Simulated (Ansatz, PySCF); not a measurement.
Dimer: CH3F (SMILES CF) (first 5 atoms) with H2 (SMILES [H][H]); geometry from B3LYP-D3(BJ)/def2-TZVP, rigid monomers moved along the line of their centres of mass till F2···H6 is 2.92 Å.
(charge 0, multiplicity 1):
| atom | x (Å) | y (Å) | z (Å) |
|---|---|---|---|
| C | -0.4448 | -0.6709 | -0.3515 |
| F | -0.2025 | 0.6227 | 0.0983 |
| H | 0.1037 | -0.8265 | -1.2811 |
| H | -0.1054 | -1.3753 | 0.4088 |
| H | -1.5157 | -0.7880 | -0.5214 |
| H | 0.2903 | 0.2898 | 2.9591 |
| H | 0.3807 | -0.0364 | 3.6226 |

Counterpoise-corrected where a basis set is named; no monomer relaxation. Rows marked so take none.

Correlated levels freeze the cores. CBS(a, b) extrapolates the correlation energy as X⁻³ and adds the Hartree–Fock energy of set b. Rows in 6-31G*, STO-3G carry no dispersion term and start afresh at each structure (6-31G* with six Cartesian d functions).

The values were computed with Ansatz (a quantum-chemistry and plane-wave program) with Gaussian orbitals; PySCF for 6-31G* rows, STO-3G rows, the dispersion terms. Values without a source in brackets are computed.

```csv
level,interaction energy (meV)
HF/STO-3G (no counterpoise),-3.9
PBE-D3(BJ)/def2-TZVPPD,-28.3
PBE-D4/def2-TZVPPD,-28.2
r2SCAN-D4/def2-TZVPPD,-16.7
B3LYP-D3(BJ)/def2-TZVPPD,-18.9
PBE0/def2-TZVPPD,-17.0
PBE0-D3(BJ)/def2-TZVPPD,-25.4
M06-2X/6-31G* (no counterpoise),[?]
"CCSD(T)/CBS(aug-cc-pVDZ, aug-cc-pVTZ)",[?]
```

Some entries are withheld; supply them.


- M06-2X/6-31G* (no counterpoise), interaction energy (meV): -42.9
- CCSD(T)/CBS(aug-cc-pVDZ, aug-cc-pVTZ), interaction energy (meV): -22.8
